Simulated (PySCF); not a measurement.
Electronic structure of Ce⁵⁵⁺ (cerium, charge +55) at the UHF level

Configuration: [He] 2s1, 2S determinant. Calculation: PySCF 2.14, in an even-tempered Gaussian basis (17 s from 31 bohr⁻², ratio 2.2; 8 p from 47 bohr⁻², ratio 2.4; 5 d from 140 bohr⁻², ratio 2.4; 5 f from 210 bohr⁻², ratio 2.4; 4 g from 320 bohr⁻², ratio 2.4); the non-relativistic Hamiltonian (point nucleus).

| Quantity | Value |
| --- | --- |
| Total energy | -3725.530309 hartree |
| One-electron energy | -3784.1413 hartree |
| Hartree (Coulomb) energy | 100.1185 hartree |
| Exchange energy | -41.5075 hartree |
| Kinetic energy | 3725.53466 hartree |
| ⟨S²⟩ | 0.7500 |
| ⟨L²⟩ | 0.000 |
| Sum of ⟨r⟩ | 0.1578 bohr |
| Sum of ⟨r²⟩ | 0.01485 bohr² |
| Density at the nucleus (Gaussians lack the cusp) | 129000 bohr⁻³ |
| Spin density at the nucleus | 7330 bohr⁻³ |

```tsv
shell	electrons	mean orbital energy (eV)	rms radius, mean of both spins (bohr)
1s α	1	-44497.1	0.0301
1s β	1	-44463.6	0.0301
2s α	1	-10821.2	0.114
```

A non-relativistic calculation at this Z misses sizeable relativistic shifts.
